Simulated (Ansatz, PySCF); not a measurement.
2H-1,3-oxazine (C4H5NO), SMILES C1=COCN=C1.

The structure is a stationary point at B3LYP-D3(BJ)/def2-SVP. The geometry has at least one imaginary mode, so it is a saddle point at that level. One conformer was computed; it need not be the lowest.

Vertical ionisation energy (IE) and electron affinity (EA) in eV. Rows of orbital energies are one-electron estimates. Where ΔSCF, EOM or ADC give a negative EA the extra electron is unbound and the value depends on the basis.

| level | IE | EA |
|---|---|---|
| −ε(HOMO), −ε(LUMO), CAM-B3LYP/def2-TZVP (PySCF) | 7.64 | 0.07 |
| −ε(HOMO), −ε(LUMO), PBE/def2-TZVP (PySCF) | 5.24 | 2.17 |
| ΔSCF, PBE0/def2-SVPD (Ansatz), final states of multiplicity 2 and 2 | 8.51 | -0.65 |
| ΔSCF, PBE/def2-SVPD (Ansatz), final states of multiplicity 2 and 2 | 8.40 | -0.66 |

What vertical singlet–triplet gap does ΔSCF give with PBE0/def2-SVPD (Ansatz, an electronic-structure program) and with PBE/def2-SVPD (Ansatz)? (The exact figures need the calculation; the answer reports its results.)

2.70 and 2.65 eV (triplet above singlet where positive).
